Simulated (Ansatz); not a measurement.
BrSi (SMILES [Si]Br), doublet, at a GFN2-xTB geometry; B3LYP/aug-cc-pVDZ in Ansatz (a quantum-chemistry and plane-wave program).

The Ansatz input:
Ansatz 0.2 input:
```yaml
crystal:
  periodic: [false, false, false]
  atoms:
    - {symbol: Si, position_ang: [-0.00000000, -0.00000000, -1.67392232]}
    - {symbol: Br, position_ang: [0.00000000, 0.00000000, 0.66956893]}
basis:
  gaussian:
    orbitals: aug-cc-pVDZ
hamiltonian:
  xc: b3lyp
magnetization: {spin_polarized: true, initial_magnetization: 1}
```

Task: Predict the main parts of the log of this Ansatz run.

Result: 
```
Functional definition: B3LYP
673 factors; integrals over basis functions are off by at most 7.0e-4 eV
mean field evaluation 1: about -77923.3494 eV, gradient 6.0e0 eV
mean field evaluation 2: about -77923.0516 eV, gradient 9.3e0 eV
mean field evaluation 4: about -77923.6518 eV, gradient 5.0e-1 eV
mean field evaluation 8: about -77923.6578 eV, gradient 5.8e-3 eV
mean field evaluation 16: about -77923.5276 eV, gradient 2.7e0 eV
mean field -77923.65782750 eV, -2863.6416066083 hartree, gradient 6.0e-5 eV, S^2 0.754566; 2 other end points of the search recorded, 0 dependent functions left out
reference -77923.65804236 eV, -2863.6416145043 hartree; 25, 24 occupied and 38, 39 virtual orbitals, 673 factors
Total energy: -77923.65804236 eV, -2863.6416145043 hartree
```
